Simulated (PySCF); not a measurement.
1,1,1-trifluoroethane (C2H3F3), SMILES CC(F)(F)F. Atoms are numbered in the order given.

```xyz
8

C      0.0000     0.0000     1.4742
C      0.0000     0.0000    -0.0305
F     -1.0836    -0.6256    -0.5253
F      1.0836    -0.6256    -0.5253
F      0.0000     1.2512    -0.5253
H     -0.8966     0.5177     1.8406
H      0.8966     0.5177     1.8406
H      0.0000    -1.0353     1.8406
```
Charge 0, spin multiplicity 1.

Geometry: B3LYP-D3(BJ)/def2-SVP.

Two levels are set side by side: PBE/pcSseg-1 (PySCF) and PBE0/pcSseg-1 (PySCF). GIAO shifts against CFCl3 (¹⁹F), TMS (¹H), TMS (¹³C) at the same level; non-relativistic, no solvent, atoms listed together averaged. Differences are taken from unrounded values.

```tsv
quantity	PBE0
δ(¹³C) of C1 (ppm)	24.7
δ(¹³C) of C2 (ppm)	135.3
δ(¹⁹F) of F3, F4, F5 (ppm)	-82.0
δ(¹H) of H6, H7, H8 (ppm)	2.01
```

What does PBE give, and how far is it from PBE0? (Estimate from the structure and the level; the computed values follow.)


| quantity | PBE | PBE minus PBE0 |
|---|---|---|
| δ(¹³C) of C1 (ppm) | 24.6 | 0.0 |
| δ(¹³C) of C2 (ppm) | 140.7 | 5.5 |
| δ(¹⁹F) of F3, F4, F5 (ppm) | -98.9 | -16.8 |
| δ(¹H) of H6, H7, H8 (ppm) | 1.93 | -0.08 |

Rough cost on one machine, each run with all the roots and properties that it gave: PBE0 against PBE within a factor of 2.
